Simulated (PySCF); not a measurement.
C2H3N, SMILES [C-]#[N+]C. Geometry: PBE0-D3(BJ)/def2-TZVP.

Computed equilibrium geometry at PBE0-D3(BJ)/def2-TZVP (PySCF confirms it by a frequency run) as Cartesian coordinates in Å, and its point group:
point group C3v.
```xyz
6

C      0.0000     0.0000    -1.0998
N      0.0000     0.0000     0.3097
C      0.0000     0.0000     1.4738
H     -0.8884     0.5129    -1.4705
H      0.8884     0.5129    -1.4705
H      0.0000    -1.0258    -1.4705
```
Charge 0, spin multiplicity 1.
